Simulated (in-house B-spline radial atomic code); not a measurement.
Values are calculated unless marked as measured or tabulated.
# Correlation energy from the adiabatic connection: −V exp(−r²/w²), V = 13.4, w = 0.975

Two electrons in a singlet, external potential −V exp(−r²/w²), V = 13.4, w = 0.975 (atomic units). Full CI in B-splines (partial waves to l = 8, correlation up to 0.6 % small) with the density held fixed gives W(λ) = <V_ee>_λ − U, and E_c is the integral of W(λ) − W(0) from 0 to 1.

```csv
λ,W(λ) − W(0) (hartree)
0,0.00000
0.02,-0.00192
0.05,-0.00477
0.12,-0.01132
0.25,-0.02313
0.4,-0.03619
0.6,-0.05273
0.8,-0.06833
1,-0.08307
```

(1) Integrate the table by the trapezoid rule.

(2) Now use only three numbers: W(0) = -1.5176, the initial slope W'(0) = -0.09606 (extrapolated from the first points) and the strong-coupling limit of the point-charge-plus-continuum model, W∞ = -2.1066. What do second-order theory and the interpolation W(λ) = W∞ + (W(0) − W∞)/√(1 + 2χλ) of Seidl, Perdew and Levy give?

Results:

(1) The strips give -0.00002, -0.00010, -0.00056, -0.00224, -0.00445, -0.00889, -0.01211, -0.01514, which sum to -0.04351 hartree. The direct value, W(1) − W(0) + T_c with T_c = 0.03950, is -0.04357; the curve is convex, so chords lie above it and the trapezoids fall short in size by 0.13 %.

(2) Second order keeps the slope alone: E_c = W'(0)/2 = -0.04803, +10 % in size against -0.04357. Matching the slope fixes χ = W'(0)/(W∞ − W(0)) = -0.09606/(-0.58900) = 0.16309. Integrating, with s = √(1 + 2χ) = 1.151599, E_c = −(W(0) − W∞)(s − 1)/(s + 1) = −0.58900 × 0.151599/2.151599 = -0.04150 hartree, -4.7 % in size against the full result. At λ = 1 the formula gives W − W(0) = -0.07754 against -0.08307. Part of the miss can come from the model's W∞.
